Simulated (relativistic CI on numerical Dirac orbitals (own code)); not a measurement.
What each ingredient does to the levels of Sn49+

Base calculation: Dirac-Coulomb-Breit CI, separate exchange-only KLI orbitals for each configuration, model QED.

Configuration list: 1s, 2s, 2p, 3s, 3p, 3d, 4s, 4p, 4d, 4f, 5s, 5p, 5d, 5f, 5g, 6s, 6p, 6d. Levels of other configurations are missing.

Variants: (1) QED terms removed; (2) non-relativistic limit. Shifts of the energy above 1s 2S_1/2, in eV, for the lowest level and the first level of each name with at least 55 % of one term (blank where a level changes its place among those of its configuration and J or its character, or is not in the variant):

```
     Level     Base   Δ(1)     Δ(2)
 1s 2S_1/2      0.0    0.0      0.0
2p 2P°_1/2  26308.3  +33.8   -798.6
 2s 2S_1/2  26313.8  +28.6   -804.0
2p 2P°_3/2  26617.7  +33.3  -1108.0
3p 2P°_1/2  31278.7  +33.9  -1044.9
 3s 2S_1/2  31280.4  +32.4  -1046.5
 3d 2D_3/2  31370.4  +34.0  -1136.6
3p 2P°_3/2  31370.6  +33.8  -1136.8
 3d 2D_5/2  31399.1  +33.9  -1165.2
4p 2P°_1/2  33005.5  +34.0  -1118.2
 4s 2S_1/2  33006.2  +33.3  -1118.9
 4d 2D_3/2  33044.1  +34.0  -1156.8
4p 2P°_3/2  33044.2  +33.9  -1156.8
4f 2F°_5/2  33056.2  +34.0  -1168.9
```
